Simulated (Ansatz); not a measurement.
CH6N2SiZn (`[NH2][Zn][N]1C[SiH2]1`), relaxed with RKS PBE0-D4/def2-TZVP in Ansatz 0.2.0 from a GFN2-xTB geometry. The force threshold is 0.005 eV/Å; the program also tests the step.

Charge 0, multiplicity 1.

Start:

```xyz
11

N     0.059   -2.161    2.131
Zn    0.552   -1.216    0.619
N     0.264    0.199   -0.550
C    -0.758    1.238   -0.358
Si    0.386    1.297   -1.845
H    -0.176   -3.139    2.021
H     0.679   -2.120    2.929
H    -0.612    1.899    0.491
H    -1.789    0.912   -0.449
H     1.506    2.228   -1.842
H    -0.110    0.864   -3.145
```

```tsv
step	energy (eV)	largest force (eV/Å)	largest move (Å)
1	-60398.5813	1.080	0.000
2	-60398.7415	0.673	0.155
3	-60398.8367	0.239	0.192
4	-60398.8494	0.520	0.070
5	-60398.8640	0.250	0.080
6 (rejected)	-60398.8629	0.401	0.139
7	-60398.8721	0.079	0.068
8	-60398.8736	0.094	0.071
9	-60398.8741	0.038	0.011
10	-60398.8744	0.011	0.012
11	-60398.8744	0.013	0.004
12	-60398.8744	0.000	0.001
```

End:

```xyz
11

N     0.234   -2.328    2.163
Zn    0.159   -1.035    0.895
N     0.006    0.289   -0.312
C    -0.895    1.469   -0.460
Si    0.404    1.162   -1.710
H     0.014   -3.271    1.875
H     1.062   -2.361    2.740
H    -0.778    2.260    0.282
H    -1.941    1.253   -0.679
H     1.653    1.961   -1.748
H     0.083    0.600   -3.045
```

Run time 36 s (4 threads of an Intel Xeon Platinum 8488C on a shared host); peak host memory 0.69 GiB.
